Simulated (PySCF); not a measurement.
C₂H₃BN₂O, SMILES OB1C=NC=N1. Atoms are numbered in the order given.

```xyz
9

O      0.1528     2.0734     0.0000
B      0.0391     0.7437     0.0000
C      1.2079    -0.3644     0.0000
N      0.6395    -1.5142     0.0000
C     -0.7950    -1.2328     0.0000
N     -1.2160    -0.0305     0.0000
H     -0.7123     2.5043     0.0000
H      2.3030    -0.2982     0.0000
H     -1.4508    -2.1156     0.0000
```
Charge 0, spin multiplicity 1.

Geometry optimised at PBE0-D3(BJ)/def2-SVP. This is a generated structure with no PubChem entry under its InChIKey; it may be hypothetical. One conformer was computed; it need not be the lowest.

Two levels are set side by side: PBE/pcSseg-1 (PySCF) and PBE0/pcSseg-1 (PySCF). GIAO shifts against BF3 (¹¹B), H2O (¹⁷O), NH3 (¹⁵N), TMS (¹H), TMS (¹³C) at the same level; non-relativistic, no solvent, atoms listed together averaged. Differences are taken from unrounded values.

```json
[
 {"quantity": "δ(¹⁷O) of O1 (ppm)", "PBE0": "160.4"},
 {"quantity": "δ(¹¹B) of B2 (ppm)", "PBE0": "24.0"},
 {"quantity": "δ(¹³C) of C3 (ppm)", "PBE0": "203.7"},
 {"quantity": "δ(¹⁵N) of N4 (ppm)", "PBE0": "463.3"},
 {"quantity": "δ(¹³C) of C5 (ppm)", "PBE0": "195.2"},
 {"quantity": "δ(¹⁵N) of N6 (ppm)", "PBE0": "302.1"},
 {"quantity": "δ(¹H) of H7 (ppm)", "PBE0": "6.48"},
 {"quantity": "δ(¹H) of H8 (ppm)", "PBE0": "9.40"},
 {"quantity": "δ(¹H) of H9 (ppm)", "PBE0": "8.92"}
]
```

**Question.** What does PBE give, and how far is it from PBE0? (An estimate is asked for; the answer gives what the named calculation found.)

**Answer.** 
```tsv
quantity	PBE	PBE minus PBE0
δ(¹⁷O) of O1 (ppm)	181.1	20.7
δ(¹¹B) of B2 (ppm)	23.5	-0.6
δ(¹³C) of C3 (ppm)	201.3	-2.4
δ(¹⁵N) of N4 (ppm)	468.2	4.9
δ(¹³C) of C5 (ppm)	192.7	-2.5
δ(¹⁵N) of N6 (ppm)	304.0	1.8
δ(¹H) of H7 (ppm)	6.80	0.32
δ(¹H) of H8 (ppm)	9.29	-0.10
δ(¹H) of H9 (ppm)	8.90	-0.02
```

Rough cost on one machine, each run with all the roots and properties that it gave: PBE0 against PBE within a factor of 2.
